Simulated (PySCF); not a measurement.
Run record: C24H19N

The script drives PySCF SCF with an in-house response code with single-precision fitted integrals, so total energies wander by about 1e-6 Eh between cycles (the fitting error itself is about 1e-3 Eh and cancels in differences); atoms count from 0. Kgrid is the grid level of the response kernel; vcut the energy (Eh) above which virtual orbitals leave the response; delta the states run by ΔSCF (the anion only where the lumo is low enough to bind); pop asks for populations, which are stored and not printed; grid is the SCF grid level (2 if not given).

The basis has no diffuse functions, so the polarisability comes out too low.

Job and coordinates (Å):

```
{"job": {"kind": "uv", "basis": "def2-SVP", "grid": 1, "kgrid": 0, "vcut": 1.5, "nstates": 6, "ntriplets": 2, "tda": false, "delta": ["ip_vertical"], "pop": true, "xc": "B3LYP"}, "charge": 0, "multiplicity": 1}
C     -2.485407     1.802674     1.423107
N     -1.613142     1.901717     0.269716
C     -1.215847     3.264524     0.010128
C     -0.660410     0.886279     0.118811
C      0.683387     1.175377     0.117734
C      1.681030     0.188543     0.028008
C      3.079294     0.531677    -0.036145
C      3.550693     1.854468    -0.107496
C      4.892895     2.136460    -0.149241
C      5.835227     1.106108    -0.125797
C      5.410993    -0.194539    -0.073099
C      4.041310    -0.506005    -0.031391
C      3.604255    -1.854004    -0.000534
C      2.285997    -2.166536     0.050417
C      1.284165    -1.162366     0.081429
C     -0.111280    -1.484787     0.117942
C     -0.551452    -2.824264     0.310813
C     -1.861378    -3.162672     0.257208
C     -2.836503    -2.208418    -0.127126
C     -4.165501    -2.594450    -0.369719
C     -5.083403    -1.696172    -0.844437
C     -4.681921    -0.384948    -1.111335
C     -3.400173     0.023280    -0.843380
C     -2.445803    -0.859115    -0.303629
C     -1.085127    -0.473729    -0.021128
H     -2.689259     0.762111     1.657353
H     -2.030525     2.276562     2.303953
H     -3.430284     2.306357     1.210596
H     -2.121916     3.862904    -0.099014
H     -0.615778     3.708680     0.817805
H     -0.655820     3.313251    -0.922052
H      0.988427     2.200700     0.229361
H      2.855301     2.678523    -0.136513
H      5.227443     3.162545    -0.204234
H      6.889188     1.340226    -0.155368
H      6.124995    -1.006196    -0.066162
H      4.350675    -2.634844    -0.032438
H      2.001507    -3.206239     0.042548
H      0.170779    -3.587980     0.549577
H     -2.177815    -4.176588     0.457124
H     -4.440302    -3.625875    -0.199231
H     -6.102568    -1.999326    -1.035672
H     -5.388510     0.311702    -1.539654
H     -3.104134     1.030771    -1.082877
```

Command:

```bash
OMP_NUM_THREADS=1 python large_run.py task.json out
```

**Question.** What does the program print?

**Answer.** 
```
start: PBE on a coarse grid of 36496 points
cycle   1  E = -978.4305434602  dE =  3.895e+00  |g| = 7.990e-01  |ddm| = 9.808e+00
cycle   2  E = -978.3198598111  dE =  1.107e-01  |g| = 1.034e+00  |ddm| = 2.815e+00
cycle   3  E = -978.6112760098  dE = -2.914e-01  |g| = 2.414e-01  |ddm| = 1.786e+00
cycle   4  E = -978.6234498248  dE = -1.217e-02  |g| = 1.268e-01  |ddm| = 5.278e-01
cycle   5  E = -978.6279308444  dE = -4.481e-03  |g| = 3.768e-02  |ddm| = 2.352e-01
cycle   6  E = -978.6282832773  dE = -3.524e-04  |g| = 1.358e-02  |ddm| = 6.640e-02
cycle   7  E = -978.6283286162  dE = -4.534e-05  |g| = 6.227e-03  |ddm| = 2.524e-02
final grid: 158797 points
cycle   8  E = -980.0726900163  dE = -7.924e-03  |g| = 5.103e-02  |ddm| = 5.461e-01
cycle   9  E = -980.0717896097  dE =  9.004e-04  |g| = 7.973e-02  |ddm| = 1.782e-01
cycle  10  E = -980.0732495988  dE = -1.460e-03  |g| = 1.572e-02  |ddm| = 1.153e-01
cycle  11  E = -980.0733156013  dE = -6.600e-05  |g| = 4.415e-03  |ddm| = 2.675e-02
cycle  12  E = -980.0733181609  dE = -2.560e-06  |g| = 2.062e-03  |ddm| = 8.214e-03
cycle  13  E = -980.0733172356  dE =  9.252e-07  |g| = 4.774e-04  |ddm| = 3.157e-03
cycle  14  E = -980.0733199936  dE = -2.758e-06  |g| = 1.867e-04  |ddm| = 1.036e-03
cycle  15  E = -980.0733223172  dE = -2.324e-06  |g| = 6.337e-05  |ddm| = 3.721e-04
converged SCF energy = -980.0733223172
Vertical ionisation energy (delta-SCF) = 6.5953 eV   <S^2> = 0.762

Static polarisability (au): isotropic 298.754, principal 123.240 286.568 486.454

Singlet excitations
state   eV       nm        f      main configurations
  1   3.2476    381.8   0.05591   H->L 0.70, H->L+1 0.18
  2   3.4636    358.0   0.12800   H->L+1 0.69, H->L 0.19
  3   3.8847    319.2   0.00237   H->L+2 0.79, H-1->L+1 0.13
  4   3.9998    310.0   0.23467   H-1->L+1 0.45, H-1->L 0.19, H->L+2 0.10
  5   4.0552    305.7   0.13404   H-1->L 0.58, H-1->L+1 0.12, H-2->L 0.10
  6   4.2776    289.8   0.03537   H-1->L+2 0.40, H-3->L 0.23, H-2->L 0.10

Triplet excitations (Tamm-Dancoff, eV): 2.6531 2.9063
```

**Question.** Roughly how long does this take on 1 thread of Intel Xeon 6975P-C (shared host), and how large is the basis?

**Answer.** About 3 min of wall time, peak memory 0.77 GiB; 445 basis functions and 1434 fitting functions.
